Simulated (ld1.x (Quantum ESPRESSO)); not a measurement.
# u(r) = r·R(r): atom against pseudo-atom (molybdenum (Mo))

Columns: radius, all-electron u(r) and pseudo u(r) of the 4s shell (level -64.41 eV) of molybdenum in the configuration [Ar] 3d10 4s2 4p6 4d5 5s1 5p0; PW91, scalar-relativistic, ultrasoft scheme, ld1.x (Quantum ESPRESSO) 7.5.

```tsv
r (bohr)	all-electron	pseudo
0.130	-0.3183	-0.3687
0.260	0.4810	-0.7055
0.390	0.4935	-0.9830
0.520	-0.0317	-1.1821
0.650	-0.5694	-1.2945
0.780	-0.9232	-1.3226
0.910	-1.0827	-1.2785
1.040	-1.0970	-1.1811
1.170	-1.0219	-1.0514
1.300	-0.9026	-0.9093
1.430	-0.7690	-0.7694
1.560	-0.6387	-0.6387
1.690	-0.5207	-0.5207
1.820	-0.4188	-0.4188
1.950	-0.3333	-0.3333
2.080	-0.2631	-0.2631
2.210	-0.2064	-0.2064
2.340	-0.1610	-0.1610
2.470	-0.1251	-0.1251
2.600	-0.0969	-0.0969
2.730	-0.0749	-0.0749
2.860	-0.0577	-0.0577
2.990	-0.0444	-0.0444
3.120	-0.0340	-0.0340
3.250	-0.0261	-0.0261
3.380	-0.0200	-0.0200
```

Task: How many radial nodes do the two functions have?

Result: The all-electron 4s function has n − l − 1 = 3 (the table is too coarse to show those close to the nucleus); the pseudo-wave has 0, since the states of the same l below it are removed with the core.

Task: At about which radius was the pseudo-wave matched?

Result: 1.50 bohr, where the columns begin to agree (steps of 0.13 bohr).

Task: Is the pseudo-wave norm-conserving?

Result: No, it belongs to an ultrasoft set: the norm inside the radius is not constrained, and the difference is carried by the augmentation charge.
